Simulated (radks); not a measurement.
Question: Eu I, 63 electrons, occupied as [Xe] 4f(up 5, down 2) 6s2 (spins set by hand, not the high-spin state). Method: non-relativistic Kohn-Sham, LDA (Slater exchange, Perdew-Wang correlation), spin-polarised, spherical densities, point nucleus; relativity is left out, which matters for an element this heavy; computed with a radial shooting solver on a logarithmic mesh with Libxc functionals. Some entries of the table are withheld. Estimate them.

orbital  occ.  eigenvalue (hartree)  r(max) (bohr)  <r> (bohr)
1s up       1             -1672.303        0.01598     0.02410
1s down     1             -1672.303        0.01598     0.02410
2s up       1             -265.1934        0.08759      0.1027
2s down     1             -265.1912        0.08759      0.1027
2p up       3             -252.1703        0.06817     0.08708
2p down     3             -252.1689        0.06817     0.08708
3s up       1             -58.08353         0.2445      0.2658
3s down     1             -58.03613         0.2444      0.2657
3p up       3             -52.29551         0.2316      0.2555
3p down     3             -52.25198         0.2315      0.2554
3d up       5             -41.47357         0.1849      0.2270
3d down     5             -41.44129         0.1849      0.2269
4s up       1             -11.30551         0.5589      0.6010
4s down     1             -11.21514         0.5588      0.6011
4p up       3              -9.06304         0.5648      0.6158
4p down     3              -8.97325         0.5648      0.6160
4d up       5              -5.06956         0.5737      0.6546
4d down     5              -4.98123         0.5737      0.6552
5s up       1              -1.46195          1.309       1.469
5s down     1              -1.42193          1.316       1.481
5p up       3                   (1)          1.436       1.666
5p down     3                   (2)          1.447       1.685
4f up       5              -0.26569         0.5786      0.9009
4f down     2              -0.18895         0.5803      0.9302
6s up       1              -0.13088          3.771       4.437
6s down     1              -0.12797          3.817       4.487

Answer: 
(1) 5p up eigenvalue (hartree): -0.86771
(2) 5p down eigenvalue (hartree): -0.83628
